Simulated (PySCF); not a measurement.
# As²⁺: ionisation energy

As²⁺ [Ar] 3d10 4s2 4p1 (2P) → As³⁺ [Ar] 3d10 4s2 (1S), as a difference of total energies. All numbers are calculated (PySCF 2.14, scalar relativity by spin-free X2C-1e, in cc-pVDZ-DK). Correlated levels: valence: [Ar] 3d10 frozen. The calculations carry no spin-orbit coupling.

| method | ionisation energy (eV) | difference from reference (eV) |
| --- | --- | --- |
| UHF | 27.461 | -0.888 |
| TPSS | 28.157 | -0.192 |
| r2SCAN | 28.342 | -0.007 |
| MP2 (valence) | 27.611 | -0.738 |
| SCS-MP2 (valence) | 27.592 | -0.757 |
| CCSD (valence) | 27.687 | -0.662 |
| CCSD(T) (valence) | 27.697 | -0.652 |

Reference: 28.349 ± 0.012 eV (measured; NIST Atomic Spectra Database, ionization energies).

The reference lies between the lowest fine-structure levels, while these numbers refer to the centres of the terms.

Errors of the correlated levels include the incompleteness of this basis and the frozen core.
